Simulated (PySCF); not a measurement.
A structure optimised at B3LYP-D3(BJ)/def2-SVP, used in a PySCF frequency run:

```
C
H 1 1.1052
H 1 1.1052 2 105.48
C 1 1.5413 2 110.46 3 119.48
H 4 1.1044 1 110.47 2 -178.65
H 4 1.1045 5 105.74 1 119.62
Si 1 1.8944 2 108.18 3 -115.23
H 7 1.4962 1 108.89 2 -64.52
H 7 1.4962 8 107.56 1 117.73
C 7 1.8859 8 110.05 9 119.87
H 10 1.1017 7 111.16 8 -59.06
H 10 1.1021 11 107.91 7 121.77
H 10 1.1021 11 107.90 12 116.44
Si 4 1.8992 5 107.96 6 115.29
H 14 1.4959 4 110.58 5 -55.80
H 14 1.4962 15 107.95 4 120.07
Si 14 2.3532 15 109.20 16 118.19
H 17 1.4935 14 111.25 15 -52.71
H 17 1.4944 18 108.24 14 122.01
H 17 1.4952 18 108.44 19 116.88
```

Problem. Write its SMILES and formula.

Solution. C[SiH2]CC[SiH2][SiH3], C₃H₁₄Si₃

Problem. What are its rotational constants (standard atomic weights)?

Solution. 3.3162, 0.61521, 0.54927 GHz
